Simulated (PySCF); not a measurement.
**Radial density of Fe²⁺ (iron, charge +2)**

wB97X-V, [Ar] 3d5 4s1, 4s spin antiparallel (an excited configuration). All numbers are calculated (PySCF 2.14, the non-relativistic Hamiltonian (point nucleus), in aug-cc-pVTZ with one added diffuse shell each of s, p, d, f, g type (9s8p6d4f3g, 118 functions)).

```tsv
r (bohr)	4πr²ρ (e/bohr)	4πr²(ρα − ρβ)
0.00104	0.1526	-0.0001
0.00175	0.4161	-0.0002
0.00294	1.107	-0.0006
0.00494	2.822	-0.0015
0.00830	6.704	-0.0036
0.0140	14.15	-0.0075
0.0235	24.54	-0.0117
0.0395	31.12	-0.0095
0.0665	26.78	0.0076
0.112	25.94	0.0470
0.188	34.84	0.3372
0.316	20.04	1.7945
0.532	14.27	4.3670
0.895	13.69	4.3883
1.51	3.157	1.2404
2.53	0.6341	-0.3246
4.26	0.06325	-0.0608
7.16	0.0003855	-0.0004
```

With the s spin flipped the determinant is a mixture of two multiplicities, not a spectroscopic state.
